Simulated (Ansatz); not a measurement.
This geometry of a periodic cell of 17 atoms, Rb16N (host Rb, host structure bcc, interstitial N) is a first-order saddle point.

All numbers below come from Ansatz, DFT PBE, scalar-relativistic, plane waves, PAW. Settings: cutoff 420 eV, k mesh 2x2x2, fermi-dirac smearing 0.05 eV, no spin polarisation.

```xyz
17
Lattice="11.1800 0.0000 0.0000 0.0000 11.1800 0.0000 0.0000 0.0000 11.1800" Properties=species:S:1:pos:R:3
Rb 0.361 -0.340 0.004
Rb 5.306 -0.311 0.003
Rb 0.355 5.857 0.004
Rb -0.043 0.059 5.591
Rb 2.928 2.762 2.885
Rb 5.327 5.814 0.002
Rb 5.701 -0.265 5.588
Rb 8.345 2.750 2.566
Rb -0.056 5.453 5.592
Rb 2.517 8.341 2.499
Rb 2.927 2.761 8.299
Rb 5.711 5.777 5.588
Rb 8.748 8.353 2.530
Rb 8.346 2.749 8.616
Rb 2.509 8.342 8.694
Rb 8.732 8.354 8.641
N 1.436 8.348 0.008
```

Problem. Which two structures does it join? (They come from a converged band through this point; their orientation in space is the band's.)

Solution. The atom that moves furthest is N17, by 2.72 Å; four of its nearest neighbours are Rb10 2.86, Rb15 2.86, Rb3 2.92, Rb6 2.92 Å at the first end and Rb3 2.86, Rb1 2.86, Rb13 2.91, Rb16 2.91 Å at the last.

First end point:

```xyz
17
Lattice="11.1800 0.0000 0.0000 0.0000 11.1800 0.0000 0.0000 0.0000 11.1800" Properties=species:S:1:pos:R:3
Rb 0.742 -0.815 0.004
Rb 4.848 -0.815 0.004
Rb 0.715 6.249 0.002
Rb -0.071 0.037 5.592
Rb 2.795 2.720 2.713
Rb 4.876 6.249 0.002
Rb 5.662 0.037 5.592
Rb 8.385 2.691 2.379
Rb -0.109 5.387 5.594
Rb 2.795 8.283 2.861
Rb 2.795 2.718 8.473
Rb 5.699 5.387 5.594
Rb 8.385 8.335 2.752
Rb 8.385 2.689 8.807
Rb 2.795 8.285 8.326
Rb 8.385 8.337 8.434
N 2.795 8.291 0.003
```

Last end point:

```xyz
17
Lattice="11.1800 0.0000 0.0000 0.0000 11.1800 0.0000 0.0000 0.0000 11.1800" Properties=species:S:1:pos:R:3
Rb 0.085 0.070 0.000
Rb 5.672 -0.075 0.000
Rb 0.082 5.531 0.000
Rb 0.061 -0.042 5.590
Rb 2.992 2.801 2.898
Rb 5.674 5.674 0.000
Rb 5.681 -0.406 5.590
Rb 8.345 2.798 2.881
Rb 0.058 5.640 5.590
Rb 2.139 8.388 2.072
Rb 2.992 2.801 8.282
Rb 5.683 6.005 5.590
Rb 9.197 8.391 2.059
Rb 8.345 2.798 8.299
Rb 2.138 8.388 9.109
Rb 9.197 8.391 9.121
N 0.079 8.390 0.000
```

Problem. How far does it lie above each of them?

Solution. 0.46 eV above the first and 0.46 eV above the second. This is the barrier of this one path; another mechanism may lie lower. Limits of this set-up: coarse k mesh, odd electron count without spin, a small cell, in which the defect meets its images, a typed lattice constant that wasn't relaxed here.

Time of the run: 13 min on 4 threads of AMD EPYC 9R14 (Zen 4), with other jobs on the host, peak memory 7.3 GiB.
